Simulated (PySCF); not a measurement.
Bonding in `[CH3][AlH2-][N+](C)(C)C`

C4H14AlN.
Numbering: `[CH3:1][AlH2-:2][N+:3]([CH3:4])([CH3:5])[CH3:6]` (hydrogens: H7, H8, H9 on C1; H10, H11 on Al2; H12, H13, H14 on C4; H15, H16, H17 on C5; H18, H19, H20 on C6)

Cartesian coordinates in Å at the PBE0-D3(BJ)/def2-SVP level; atoms count from 1:
```xyz
20
C4H14AlN angstrom
C      2.5217   -0.4581    0.2086
Al     1.1593    0.2317   -1.0538
N     -0.6421    0.0997   -0.0048
C     -1.6950    0.6288   -0.8790
C     -0.9070   -1.3064    0.3175
C     -0.5464    0.9009    1.2194
H      2.6261    0.1462    1.1262
H      2.3562   -1.5061    0.5134
H      3.5104   -0.4381   -0.2834
H      1.1568    1.8213   -1.3293
H      0.7721   -0.7145   -2.3018
H     -1.4685    1.6739   -1.1295
H     -2.6806    0.5747   -0.3833
H     -1.7216    0.0468   -1.8102
H     -0.9341   -1.8937   -0.6103
H     -0.1014   -1.6960    0.9539
H     -1.8704   -1.4140    0.8469
H      0.2437    0.4949    1.8648
H     -0.2860    1.9359    0.9581
H     -1.5035    0.8934    1.7706
```

Bond orders from the PBE0/pcSseg-1 density (PySCF). Geometry: PBE0-D3(BJ)/def2-SVP; no solvent, vibrations or thermal averaging.

(1) Where do the orders between heavy atoms depart from those drawn in the SMILES?

(2) Give the Mayer order of every bond, beside its length.

(3) Sum the orders of all bonds at each heavy atom with more than one neighbour and set the sums beside the valence in the SMILES.

Results:

(1) The largest departure is 0.670, at Al2–N3 (drawn single, 0.330). Drawn single, order below 0.88: C1–Al2 (0.827) and Al2–N3 (0.330). The SMILES, with its formal charges, is one Lewis structure only.

(2) 
| bond | drawn as | length (Å) | Mayer order |
| --- | --- | --- | --- |
| C1–Al2 | single | 1.981 | 0.827 |
| Al2–N3 | single | 2.089 | 0.330 |
| N3–C4 | single | 1.467 | 0.904 |
| N3–C5 | single | 1.467 | 0.905 |
| N3–C6 | single | 1.466 | 0.905 |
| C1–H7 | single | 1.104 | 0.960 |
| C1–H8 | single | 1.104 | 0.960 |
| C1–H9 | single | 1.105 | 0.969 |
| Al2–H10 | single | 1.613 | 0.876 |
| Al2–H11 | single | 1.613 | 0.875 |
| C4–H12 | single | 1.098 | 0.952 |
| C4–H13 | single | 1.105 | 0.958 |
| C4–H14 | single | 1.098 | 0.951 |
| C5–H15 | single | 1.098 | 0.951 |
| C5–H16 | single | 1.098 | 0.954 |
| C5–H17 | single | 1.104 | 0.959 |
| C6–H18 | single | 1.098 | 0.954 |
| C6–H19 | single | 1.099 | 0.951 |
| C6–H20 | single | 1.104 | 0.959 |

(3) C1 3.716 (drawn 4), Al2 2.908 (drawn 4), N3 3.044 (drawn 4), C4 3.765 (drawn 4), C5 3.769 (drawn 4), C6 3.769 (drawn 4). Orders between atoms that aren't bonded are not in these sums.

The Mayer order sums products of elements of PS (density times overlap matrix) between the two atoms' basis functions, so it depends on the basis set.

These values come from a run that also computed NMR shieldings. The run took 38 s wall (grids of density and orbitals included) on x86-64 server, one thread (shared host).
